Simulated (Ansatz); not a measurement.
KF2⁻. Total charge -1; singlet. Geometry PBE-D4/def2-TZVPD.

Cartesian coordinates in Å:
```
K -0.0021 -0.0032 -0.0002
F -1.6785 1.0448 -1.3644
F 1.6806 -1.0416 1.3646
```

The structure comes from a short search, and lower isomers may exist.

(1) Estimate the orbital energies around the gap (eV) in Ansatz with PBE-D4/def2-TZVPD, r2SCAN-D4/def2-TZVPD, PBE0-D4/def2-SVPD, PBE0-D4/def2-TZVPD, ωB97M-V/def2-TZVPD.

## Answers

(1) 
| orbital | PBE-D4/def2-TZVPD | r2SCAN-D4/def2-TZVPD | PBE0-D4/def2-SVPD | PBE0-D4/def2-TZVPD | ωB97M-V/def2-TZVPD |
| --- | --- | --- | --- | --- | --- |
| HOMO−9 | -19.08 | -20.48 | -21.81 | -22.38 | -25.24 |
| HOMO−8 | -12.95 | -13.57 | -15.12 | -14.96 | -17.45 |
| HOMO−7 | -12.95 | -13.57 | -15.12 | -14.96 | -17.45 |
| HOMO−6 | -12.36 | -12.93 | -14.52 | -14.40 | -16.93 |
| HOMO−5 | -1.04 | -1.27 | -2.86 | -2.82 | -5.48 |
| HOMO−4 | -0.85 | -1.10 | -2.62 | -2.58 | -5.22 |
| HOMO−3 | -0.85 | -1.10 | -2.62 | -2.58 | -5.22 |
| HOMO−2 | -0.81 | -1.05 | -2.58 | -2.53 | -5.16 |
| HOMO−1 | -0.81 | -1.05 | -2.58 | -2.53 | -5.16 |
| HOMO | -0.63 | -0.87 | -2.45 | -2.39 | -5.01 |
| LUMO | 2.52 | 2.93 | 2.73 | 2.87 | 3.07 |
| LUMO+1 | 2.95 | 3.22 | 3.32 | 3.18 | 3.26 |
| LUMO+2 | 2.95 | 3.22 | 3.32 | 3.18 | 3.26 |
| LUMO+3 | 3.08 | 3.38 | 3.57 | 3.32 | 3.45 |
| LUMO+4 | 4.36 | 4.96 | 4.27 | 4.89 | 5.62 |
| LUMO+5 | 5.44 | 6.07 | 6.10 | 5.97 | 6.54 |
